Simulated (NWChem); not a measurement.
C[O][GeH2][F] (CH₅FGeO), optimised at B3LYP/6-31G* with NWChem:

```
Quantity                           Value
---------------------------------  -----
highest occupied level (eV)        -7.82
orbital gap (eV)                    8.16
dipole (D)                          1.87
highest harmonic frequency (cm⁻¹)   3120
zero-point energy (kcal/mol)        37.8
```

All stand in one matching conformer (torsions within 35°), which need not be the lowest. Pople sets run with spherical d functions.

**Question.** One F atom is replaced by Cl, giving C[O][GeH2][Cl] (CH$_{5}$ClGeO), optimised at the same level. How do these values move?

**Answer.** 
| quantity | new value | change |
|---|---|---|
| highest occupied level (eV) | -7.87 | -0.05 |
| orbital gap (eV) | 7.55 | -0.61 |
| dipole (D) | 2.04 | +0.17 |
| highest harmonic frequency (cm⁻¹) | 3125 | +5 |
| zero-point energy (kcal/mol) | 37.3 | -0.5 |
